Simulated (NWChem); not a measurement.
System: C₂H₄BNO; SMILES C#CB(N)O

NWChem printed, in part:

```
             Northwest Computational Chemistry Package (NWChem) 7.3.0
             --------------------------------------------------------

 CS  symmetry detected

                             Geometry "geometry" -> ""
                             -------------------------

 Output coordinates in angstroms (scale by  1.889725989 to convert to a.u.)

  No.       Tag          Charge          X              Y              Z
 ---- ---------------- ---------- -------------- -------------- --------------
    1 C                    6.0000    -0.01539509    -2.29034327     0.00000000
    2 C                    6.0000    -0.02120328    -1.07668745     0.00000000
    3 B                    5.0000     0.01594804     0.46733325     0.00000000
    4 N                    7.0000    -1.17805765     1.20977396     0.00000000
    5 O                    8.0000     1.21370410     1.15072110     0.00000000
    6 H                    1.0000    -0.01784827    -3.35761043     0.00000000
    7 H                    1.0000    -2.09210345     0.78518404     0.00000000
    8 H                    1.0000    -1.17873662     2.22015301     0.00000000
    9 H                    1.0000     1.96530910     0.54360483     0.00000000

 Effective nuclear repulsion energy (a.u.)     137.2851681920

      Symmetry information
      --------------------

 Group name             Cs
 Group number              2
 Group order               2
 No. of unique centers     9

  pbe96 is a nonlocal functional; adding pw91lda local functional.

                                 NWChem DFT Module
                                 -----------------

 Summary of "ao basis" -> "ao basis" (spherical)
 ------------------------------------------------------------------------------
       Tag                 Description            Shells   Functions and Types
 ---------------- ------------------------------  ------  ---------------------
 C                         def2-tzvp                11       31   5s3p2d1f
 B                         def2-tzvp                11       31   5s3p2d1f
 N                         def2-tzvp                11       31   5s3p2d1f
 O                         def2-tzvp                11       31   5s3p2d1f
 H                         def2-tzvp                 4        6   3s1p

      Symmetry analysis of basis
      --------------------------

        a'        125
        a"         54

            General Information
            -------------------
          SCF calculation type: DFT
          Wavefunction type:  closed shell.
          No. of atoms     :     9
          No. of electrons :    36
           Alpha electrons :    18
            Beta electrons :    18
          Charge           :     0
          Spin multiplicity:     1
          Use of symmetry is: on ; symmetry adaption is: on
          Maximum number of iterations: 150
          AO basis - number of functions:   179
                     number of shells:    71
          Convergence on energy requested:  1.00D-06
          Convergence on density requested:  1.00D-05
          Convergence on gradient requested:  5.00D-04

              XC Information
              --------------
          PerdewBurkeErnzerhof Exchange Functional  1.000
            Perdew 1991 LDA Correlation Functional  1.000 local
           PerdewBurkeErnz. Correlation Functional  1.000 non-local

             Grid Information
             ----------------
          Grid used for XC integration:  medium
          Radial quadrature: Mura-Knowles
          Angular quadrature: Lebedev.
          Tag              B.-S. Rad. Rad. Pts. Rad. Cut. Ang. Pts.
          ---              ---------- --------- --------- ---------
          C                   0.70       49          12.0       434
          B                   0.85       49          11.0       434
          N                   0.65       49          12.0       434
          O                   0.60       49          12.0       434
          H                   0.35       45          13.0       434
          Grid pruning is: on
          Number of quadrature shells:   425
          Spatial weights used:  Erf1

      Superposition of Atomic Density Guess
      -------------------------------------

 Sum of atomic energies:        -230.97246511

      Non-variational initial energy
      ------------------------------

 Total energy =    -233.371297
 1-e energy   =    -583.412742
 2-e energy   =     212.756277
 HOMO         =      -0.356197
 LUMO         =      -0.010889

      Symmetry analysis of molecular orbitals - initial
      -------------------------------------------------

  Numbering of irreducible representations:

     1 a'          2 a"

  Orbital symmetries:

     1 a'          2 a'          3 a'          4 a'          5 a'
     6 a'          7 a'          8 a'          9 a'         10 a'
    11 a'         12 a'         13 a'         14 a"         15 a'
    16 a"         17 a'         18 a"         19 a"         20 a'
    21 a'         22 a'         23 a'         24 a'         25 a"
    26 a'         27 a'         28 a"

------------------------------------------------------------
EAF file 0: "./job.aoints.0" size=289931264 bytes
------------------------------------------------------------
               write      read    awrite     aread      wait
               -----      ----    ------     -----      ----
     calls:      553         0         0         0         0
   data(b): 2.90e+08  0.00e+00  0.00e+00  0.00e+00
   time(s): 0.00e+00  0.00e+00  0.00e+00  0.00e+00  0.00e+00
rate(mb/s): 0.00e+00  0.00e+00
------------------------------------------------------------

     ---------------------------------------------
      Total Density - Mulliken Population Analysis
     ---------------------------------------------

    Atom       Charge   Shell Charges
 -----------   ------   -------------------------------------------------------
    1 C    6     6.08   0.86  1.12  0.61  0.43  0.09  1.17  1.35  0.42  0.01  0.02  0.01
    2 C    6     6.40   0.86  1.12  0.61  0.51  0.16  1.23  1.42  0.42  0.01  0.05  0.01
    3 B    5     4.36   0.92  1.06  0.51  0.34  0.03  0.77  0.42  0.06  0.09  0.12  0.03
    4 N    7     7.78   0.82  1.16  0.57  0.77  0.15  1.64  1.87  0.78  0.00  0.01  0.00
    5 O    8     8.73   0.79  1.18  0.59  0.93  0.25  2.01  2.16  0.80  0.00  0.01  0.00
    6 H    1     0.75   0.22  0.42  0.09  0.02
    7 H    1     0.67   0.22  0.34  0.08  0.03
    8 H    1     0.67   0.22  0.34  0.08  0.03
    9 H    1     0.55   0.19  0.26  0.06  0.04

   convergence    iter        energy       DeltaE   RMS-Dens  Diis-err
 ---------------- ----- ----------------- --------- --------- ---------
 d= 0,ls=0.0,diis     1   -233.1946763248 -3.70D+02  7.98D-03  1.12D+00
 d= 0,ls=0.0,diis     2   -233.0926381627  1.02D-01  4.56D-03  2.00D+00
 d= 0,ls=0.0,diis     3   -233.2568746933 -1.64D-01  1.88D-03  3.58D-01
 d= 0,ls=0.0,diis     4   -233.2709668465 -1.41D-02  1.02D-03  1.95D-01
 d= 0,ls=0.0,diis     5   -233.2943167710 -2.33D-02  2.93D-04  1.01D-02
  Resetting Diis
 d= 0,ls=0.0,diis     6   -233.2953551521 -1.04D-03  1.09D-04  1.64D-03
 d= 0,ls=0.0,diis     7   -233.2955192515 -1.64D-04  8.59D-05  1.59D-04
 d= 0,ls=0.0,diis     8   -233.2954579597  6.13D-05  5.77D-05  7.17D-04
 d= 0,ls=0.0,diis     9   -233.2955360970 -7.81D-05  8.65D-06  8.92D-06
 d= 0,ls=0.0,diis    10   -233.2955369637 -8.67D-07  3.07D-06  1.46D-06

         Total DFT energy =     -233.295536963685
      One electron energy =     -588.403036970422
           Coulomb energy =      249.446083347968
    Exchange-Corr. energy =      -31.623751533235
 Nuclear repulsion energy =      137.285168192004

 Numeric. integr. density =       36.000002331684

                  Occupations of the irreducible representations
                  ----------------------------------------------

                     irrep           alpha         beta
                     --------     --------     --------
                     a'               15.0         15.0
                     a"                3.0          3.0

                       DFT Final Molecular Orbital Analysis
                       ------------------------------------

 Vector   16  Occ=2.000000D+00  E=-2.568871D-01  Symmetry=a"
              MO Center=  2.1D-01, -9.6D-01,  1.6D-15, r^2= 3.0D+00
   Bfn.  Coefficient  Atom+Function         Bfn.  Coefficient  Atom+Function
  ----- ------------  ---------------      ----- ------------  ---------------
     8      0.267693  1 C  pz                39      0.264176  2 C  pz
   132     -0.232604  5 O  pz                42      0.222251  2 C  pz
    11      0.215148  1 C  pz               135     -0.191719  5 O  pz
   138     -0.152516  5 O  pz                14      0.133635  1 C  pz
    45      0.100521  2 C  pz               101      0.075083  4 N  pz

 Vector   17  Occ=2.000000D+00  E=-2.520425D-01  Symmetry=a'
              MO Center=  5.0D-02, -1.5D+00, -2.2D-15, r^2= 2.0D+00
   Bfn.  Coefficient  Atom+Function         Bfn.  Coefficient  Atom+Function
  ----- ------------  ---------------      ----- ------------  ---------------
     6      0.309436  1 C  px                37      0.290960  2 C  px
     9      0.244839  1 C  px                40      0.242752  2 C  px
    12      0.164440  1 C  px               131      0.116797  5 O  py
    43      0.096308  2 C  px               134      0.094740  5 O  py
   137      0.066933  5 O  py                36      0.061060  2 C  s

 Vector   18  Occ=2.000000D+00  E=-2.335049D-01  Symmetry=a"
              MO Center= -6.8D-01,  7.3D-01, -3.4D-16, r^2= 2.8D+00
   Bfn.  Coefficient  Atom+Function         Bfn.  Coefficient  Atom+Function
  ----- ------------  ---------------      ----- ------------  ---------------
   101      0.368267  4 N  pz               104      0.316509  4 N  pz
   107      0.293779  4 N  pz               132     -0.180031  5 O  pz
   135     -0.147096  5 O  pz                 8     -0.136056  1 C  pz
   138     -0.128889  5 O  pz                11     -0.107249  1 C  pz
    39     -0.107013  2 C  pz                42     -0.088629  2 C  pz

 Vector   19  Occ=0.000000D+00  E=-4.299746D-02  Symmetry=a"
              MO Center= -4.5D-02, -9.0D-01, -2.5D-15, r^2= 3.5D+00
   Bfn.  Coefficient  Atom+Function         Bfn.  Coefficient  Atom+Function
  ----- ------------  ---------------      ----- ------------  ---------------
    14      0.479077  1 C  pz                45     -0.400887  2 C  pz
     8      0.275689  1 C  pz                73     -0.267161  3 B  pz
    70     -0.241090  3 B  pz                11      0.223322  1 C  pz
   107      0.207958  4 N  pz                39     -0.198110  2 C  pz
    42     -0.162750  2 C  pz               101      0.151035  4 N  pz

 Vector   20  Occ=0.000000D+00  E=-1.237337D-02  Symmetry=a'
              MO Center=  2.5D-01, -1.2D+00,  3.3D-15, r^2= 4.1D+00
   Bfn.  Coefficient  Atom+Function         Bfn.  Coefficient  Atom+Function
  ----- ------------  ---------------      ----- ------------  ---------------
    12      0.557916  1 C  px                43     -0.492934  2 C  px
   129      0.404643  5 O  s                 98     -0.345416  4 N  s
    67     -0.330093  3 B  s                176     -0.328915  9 H  s
    44      0.323595  2 C  py                 5      0.287551  1 C  s
     6      0.285740  1 C  px                37     -0.255552  2 C  px

 Vector   21  Occ=0.000000D+00  E= 4.827299D-03  Symmetry=a'
              MO Center= -3.0D-01,  6.9D-01, -9.5D-16, r^2= 7.8D+00
   Bfn.  Coefficient  Atom+Function         Bfn.  Coefficient  Atom+Function
  ----- ------------  ---------------      ----- ------------  ---------------
    67     -1.883727  3 B  s                 44      1.833128  2 C  py
     5      1.524548  1 C  s                 98      1.502225  4 N  s
    66     -1.138707  3 B  s                  4      0.864204  1 C  s
   170     -0.692630  8 H  s                164     -0.670740  7 H  s
   129      0.578830  5 O  s                176     -0.577815  9 H  s

------------------------------------------------------------
EAF file 0: "./job.aoints.0" size=381681664 bytes
------------------------------------------------------------
               write      read    awrite     aread      wait
               -----      ----    ------     -----      ----
     calls:      728         9         0      6543      6543
   data(b): 3.82e+08  4.72e+06  0.00e+00  3.43e+09
   time(s): 0.00e+00  0.00e+00  0.00e+00  0.00e+00  0.00e+00
rate(mb/s): 0.00e+00  0.00e+00
------------------------------------------------------------

     ---------------------------------------------
      Total Density - Mulliken Population Analysis
     ---------------------------------------------

    Atom       Charge   Shell Charges
 -----------   ------   -------------------------------------------------------
    1 C    6     6.29   0.86  1.11  0.57  0.46  0.23  1.30  1.24  0.48  0.01  0.01  0.01
    2 C    6     6.06   0.86  1.11  0.58  0.47  0.07  1.29  1.32  0.31  0.01  0.04  0.01
    3 B    5     4.76   0.91  1.05  0.51  0.27  0.02  1.08  0.51  0.12  0.09  0.16  0.03
    4 N    7     7.44   0.82  1.15  0.55  0.74  0.15  1.61  1.61  0.80  0.00  0.01  0.00
    5 O    8     8.39   0.79  1.18  0.59  0.90  0.28  1.92  1.86  0.84  0.00  0.02  0.00
    6 H    1     0.84   0.26  0.45  0.11  0.02
    7 H    1     0.77   0.27  0.40  0.06  0.04
    8 H    1     0.77   0.27  0.40  0.07  0.04
    9 H    1     0.69   0.26  0.33  0.05  0.05

     -------------------------------------------
      Total Density - Lowdin Population Analysis
     -------------------------------------------

    Atom       Charge   Shell Charges
 -----------   ------   -------------------------------------------------------
    1 C    6     6.07   0.91  1.03  0.38  0.38  0.19  1.11  1.26  0.63  0.01  0.11  0.04
    2 C    6     6.01   0.91  1.03  0.36  0.36  0.19  1.10  1.22  0.59  0.01  0.21  0.04
    3 B    5     5.89   0.95  0.99  0.30  0.24  0.11  0.92  0.87  0.31  0.18  0.77  0.25
    4 N    7     6.93   0.89  1.06  0.41  0.41  0.21  1.41  1.58  0.86  0.00  0.09  0.01
    5 O    8     7.80   0.87  1.09  0.51  0.54  0.28  1.75  1.81  0.91  0.00  0.04  0.00
    6 H    1     0.87   0.25  0.39  0.17  0.07
    7 H    1     0.82   0.25  0.34  0.12  0.11
    8 H    1     0.82   0.25  0.34  0.12  0.11
    9 H    1     0.79   0.25  0.30  0.10  0.15

     Multipole analysis of the density
     ---------------------------------

     L   x y z        total         alpha         beta         nuclear
     -   - - -        -----         -----         ----         -------
     0   0 0 0     -0.000000    -18.000000    -18.000000     36.000000

     1   1 0 0     -0.239785     -0.119892     -0.119892      0.000000
     1   0 1 0     -0.178529     -0.089265     -0.089265     -0.000000
     1   0 0 1     -0.000000     -0.000000     -0.000000      0.000000

     2   2 0 0    -17.970037    -64.575467    -64.575467    111.180897
     2   1 1 0     -2.534409      1.498203      1.498203     -5.530816
     2   1 0 1     -0.000000     -0.000000     -0.000000      0.000000
     2   0 2 0    -18.191754   -147.428841   -147.428841    276.665929
     2   0 1 1     -0.000000     -0.000000     -0.000000      0.000000
     2   0 0 2    -23.718011    -11.859005    -11.859005      0.000000
```

Level: PBE/def2-TZVP. The geometry was optimised at B3LYP/6-31G* (spherical d).

Reconstruct the input file.

This is not unique; one that fits is the input that was run:
```
start job
memory heap 200 mb stack 900 mb global 1100 mb
geometry units angstroms noautoz
  C      0.017037    -2.284437     0.000000
  C     -0.004534    -1.070959     0.000000
  B      0.012560     0.473414     0.000000
  N     -1.190988     1.200284     0.000000
  O      1.201339     1.172301     0.000000
  H      0.028446    -3.351646     0.000000
  H     -2.099442     0.763858     0.000000
  H     -1.204790     2.210569     0.000000
  H      1.960766     0.574998     0.000000
end
basis spherical
  * library def2-tzvp
end
dft
  xc xpbe96 cpbe96
  iterations 150
  semidirect filesize 400000000
  mulliken
end
task dft energy
```
